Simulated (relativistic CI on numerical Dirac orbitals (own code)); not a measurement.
**One change at a time: Ru⁵⁺**

Base calculation: Dirac-Coulomb-Breit CI, orbitals from a KLI potential per configuration, model QED (radiative potential, 1s self-energy scaled to tabulated hydrogen-like ionisation energies), valence Slater integrals scaled by 0.85, P86 correlation energy added to each configuration.

Configurations in the expansion (outside the closed core [Ar] 3d10): 4s²4p⁶4d³, 4s²4p⁶4d²5s, 4s²4p⁶4d²4f, 4s²4p⁶4d²5p, 4s²4p⁵4d⁴, 4s²4p⁶4d²5d, 4s²4p⁶4d²6s, 4s²4p⁶4d²6p, 4s²4p⁶4d5s5p, 4s4p⁶4d⁴, 4s²4p⁶4d²5f, 4s²4p⁶4d²6d, 4s²4p⁶4d²5g, 4s²4p⁶4d4f², 4s²4p⁶4f²5s, 4s²4p⁶4f³, 4s²4p⁶4f²5p, 4s²4p⁶4f²5d, 4s²4p⁶4f²6s, 4s²4p⁶4d5s², 4s²4p⁶4f5s², 4s²4p⁶5s²5p, 4s²4p⁶5s²5d, 4s²4p⁶5s²6s. Double excitations out of closed p, d and f shells are left out; levels of such configurations are missing from the list, as are those of other unlisted configurations, and high levels can miss mixing partners. These lack a partner that the ground configuration has and come out too high: 4s²4p⁶4d²6p, 4s²4p⁶4d²5f, 4s²4p⁶4d²6d, 4s²4p⁶4d²5g.

Variants: (1) Slater integrals left unscaled; (2) self-excluded LDA correlation estimate; (3) configuration mixing switched off; (4) QED terms removed. Shifts of the energy above 4s²4p⁶4d³ ⁴F3/2, in cm⁻¹, for the lowest level and the first level of each name with at least 55 % of one term (blank where a level changes its place among those of its configuration and J or its character, or is not in the variant):

| Level | Base | Δ(1) | Δ(2) | Δ(3) | Δ(4) |
| --- | --- | --- | --- | --- | --- |
| 4s²4p⁶4d³ ⁴F3/2 | 0.0 | 0.0 | 0.0 | 0.0 | 0.0 |
| 4s²4p⁶4d³ ⁴F5/2 | 1419.7 | -31.4 | 0.0 | -12.0 | -5.5 |
| 4s²4p⁶4d³ ⁴F7/2 | 3127.6 | -30.4 | 0.0 | -13.6 | -11.3 |
| 4s²4p⁶4d³ ⁴F9/2 | 4969.8 | +16.4 | +0.1 | -1.7 | -16.5 |
| 4s²4p⁶4d³ ⁴P3/2 | 12973.0 | +1881.4 | -0.6 | +1159.2 | -2.0 |
| 4s²4p⁶4d³ ⁴P1/2 | 13077.6 | +1768.8 | -0.5 | +1162.1 | -4.6 |
| 4s²4p⁶4d³ ⁴P5/2 | 15282.0 | +1743.9 | -0.5 | +1175.3 | -12.5 |
| 4s²4p⁶4d³ ²G7/2 | 15664.2 | +2235.4 | -0.3 | +289.9 | -8.5 |
| 4s²4p⁶4d³ ²G9/2 | 16729.1 | +2390.3 | -0.2 | +84.7 | -9.5 |
| 4s²4p⁶4d³ ²P1/2 | 19711.3 | +2608.2 | -1.0 | +1129.2 | -12.1 |
| 4s²4p⁶4d³ ²H9/2 | 22085.0 | +3052.1 | -0.1 | -256.5 | -17.5 |
| 4s²4p⁶4d³ ²H11/2 | 22398.2 | +3268.9 | -0.1 | -456.9 | -14.7 |
| 4s²4p⁶4d³ ²D5/2 | 22508.1 | +2804.4 | -0.6 | +1546.4 | -15.3 |
| 4s²4p⁶4d³ ²F7/2 | 32481.4 | +4842.9 | -0.6 | +1233.0 | -11.2 |
| 4s²4p⁶4d³ ²F5/2 | 32956.2 | +4893.5 | -0.6 | +1260.5 | -11.5 |
| 4s²4p⁶4d²5s ⁴F3/2 | 158107.2 | +1334.1 | -360.1 | -1065.3 | -200.3 |
| 4s²4p⁶4d²5s ⁴F5/2 | 159320.1 | +1349.8 | -360.0 | -1063.2 | -203.9 |
| 4s²4p⁶4d²5s ⁴F7/2 | 161240.1 | +1315.2 | -360.1 | -1070.5 | -211.0 |
| 4s²4p⁶4d²5s ⁴F9/2 | 163548.4 | +1311.8 | -360.1 | -1071.3 | -218.6 |
| 4s²4p⁶4d²5s ²F5/2 | 167845.4 | +2810.9 | -356.2 | -826.8 | -200.3 |
| 4s²4p⁶4d²5s ²F7/2 | 171529.5 | +2826.6 | -356.0 | -832.5 | -211.8 |
| 4s²4p⁶4d²5s ⁴P1/2 | 172098.6 | +3337.3 | -357.4 | -334.4 | -206.0 |

At this charge configurations can still be misplaced by up to about 7 % of their energy.

Ionisation energy from the two ground configurations alone: base 76.86 eV; Slater integrals left unscaled 77.04 eV; self-excluded LDA correlation estimate 77.22 eV. The NIST ASD value (theoretical) is 76 eV.

LS names give the leading component of a level, which can be under half, so a name can repeat, a term be missing and a line seem to break the LS rules.
